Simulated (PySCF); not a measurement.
C5H6ClF2: g tensor and hyperfine couplings

Compound: C5H6ClF2 (doublet state).
Numbering: `[CH2:1]=[C:2][C@H:3]([Cl:4])[CH2:5][CH:6]([F:7])[F:8]` (hydrogens: H9, H10 on C1; H11 on C3; H12, H13 on C5; H14 on C6)

Cartesian coordinates in Å at the GFN2-xTB level; atoms count from 1:
```xyz
14
C5H6ClF2 angstrom
C      2.816    0.197    0.563
C      1.655   -0.113    0.106
C      0.383    0.060   -0.420
Cl     0.108    1.997   -0.770
C     -0.768   -0.346    0.487
C     -2.113   -0.206   -0.210
F     -2.207   -1.084   -1.241
F     -3.116   -0.521    0.644
H      3.533   -0.548    0.879
H      3.160    1.224    0.657
H      0.272   -0.329   -1.433
H     -0.777    0.264    1.391
H     -0.645   -1.395    0.771
H     -2.303    0.802   -0.605
```

The hyperfine couplings belong to this conformer and change with its torsions.

Computed, not measured: UKS B3LYP, pcH-1 on C Cl F H, non-relativistic, mean-field spin-orbit, GIAO in PySCF. Geometry: GFN2-xTB, one conformer, isolated molecule. The geometry wasn't refined by DFT: couplings that depend on bond lengths, twists or pyramidal angles can differ widely from those at the functional's own minimum. Stability of the SCF solution: not tested.

```
g1, g2, g3        : 2.00194, 2.00721, 2.00865
g_iso             : 2.00593
Form of g         : rhombic: the two nearest values differ by 21 % of g3 − g1
⟨S²⟩              : 0.7606 (exact 0.7500)
α and β electrons : 36, 35
Basis functions   : 270
```

Hyperfine couplings atom by atom, in G; T1 to T3 are the principal values of the dipolar part; ρ(0) is the spin density at the nucleus (MHz turned into gauss with g_iso; 10 G = 1 mT):

```csv
atom,isotope,a_iso,of which spin–orbit,T1,T2,T3,Mulliken spin population,ρ(0) (bohr⁻³)
C1,13C,-12.4,0.0,-5.0,1.1,3.9,-0.14,-0.0309
C2,13C,43.0,0.0,-26.0,-20.0,46.0,0.83,0.1074
C3,13C,23.5,0.0,-2.9,0.0,2.8,-0.06,0.0586
Cl4,35Cl,16.0,0.8,-16.1,-15.6,31.7,0.23,0.0977
C5,13C,3.3,0.0,-0.6,-0.2,0.8,0.00,0.0082
C6,13C,0.1,0.0,-0.2,-0.1,0.3,0.00,0.0001
F7,19F,0.4,0.0,-0.5,-0.2,0.7,0.00,0.0003
F8,19F,0.2,0.0,-0.5,-0.4,0.8,0.00,0.0001
H9,1H,45.7,0.0,-1.8,-1.4,3.2,0.05,0.0287
H10,1H,58.5,0.0,-1.5,-0.7,2.2,0.08,0.0367
H11,1H,8.1,0.0,-2.7,-0.7,3.4,0.01,0.0051
H12,1H,-0.5,0.0,-1.0,-0.6,1.7,0.00,-0.0003
H13,1H,0.0,0.0,-1.4,-0.8,2.2,0.00,0.0000
H14,1H,0.4,0.0,-0.6,-0.2,0.8,0.00,0.0002
```

The Mulliken spin populations are largest on C2 (+0.83), Cl4 (+0.23), C1 (-0.14) and H10 (+0.08). The positive populations add up to 1.21 and the negative ones to -0.21, together 2S = 1.

Under fast tumbling the dipolar parts average out, and these isotropic splittings remain (the largest six): 1 × 1H (H10, I = 1/2, 2 lines) with 5.85 mT, 1 × 1H (H9, I = 1/2, 2 lines) with 4.57 mT, 1 × 35Cl (Cl4, I = 3/2, 4 lines) with 1.60 mT, 1 × 1H (H11, I = 1/2, 2 lines) with 0.81 mT, 1 × 1H (H12, I = 1/2, 2 lines) with 0.05 mT and 1 × 19F (F7, I = 1/2, 2 lines) with 0.04 mT.

Main isotope only: 35Cl (natural samples also hold 24 % 37Cl, magnetic too, which adds its own pattern).

The 13C coupling of C2 (120.7 MHz) shows only in satellite lines or after enrichment, since that isotope makes up about 1.07 % of natural carbon.

The spin density at the nucleus, in bohr⁻³, is negative for C1 (-0.0309), for instance. A restricted open-shell determinant has no negative spin density anywhere; here it arises because α and β orbitals differ (spin polarisation).
